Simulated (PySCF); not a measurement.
# Dipole response of Co⁺ (cobalt, charge +1)

[Ar] 3d8, high-spin 3F determinant. Calculation: PySCF 2.14, in x2c-QZVPPall with one added diffuse shell each of s, p, d, f, g type (12s8p6d5f3g, 128 functions); the spin-free X2C one-electron Hamiltonian (Gaussian nucleus). Coupled (time-dependent) response in atomic units; α is the mean over directions.

```tsv
method	mean α (bohr³)	C₆ (like pair)	S(−4)
PBEsol	10.69	38.40	122.1
```

S(−4) is the Cauchy moment in α(ω) = α(0) + S(−4) ω² + …

α(iu) at PBEsol:

| u (hartree) | α(iu) (bohr³) |
| --- | --- |
| 0 | 10.69 |
| 0.0500 | 10.40 |
| 0.100 | 9.658 |
| 0.200 | 7.839 |
| 0.300 | 6.360 |
| 0.500 | 4.537 |
| 0.750 | 3.304 |
| 1.00 | 2.564 |
| 1.50 | 1.720 |
| 2.00 | 1.256 |
| 3.00 | 0.7667 |
| 5.00 | 0.3761 |

A single London oscillator, α(iu) = α/(1 + u²/ω²), gives C₆ = (3/4) ω α². Matching the computed C₆ needs ω = 4 × 38.40 / (3 × 10.69²) = 0.448 hartree.

For an ion, C₆ is the dispersion term alone; charge-induced terms of lower order in 1/R come first.
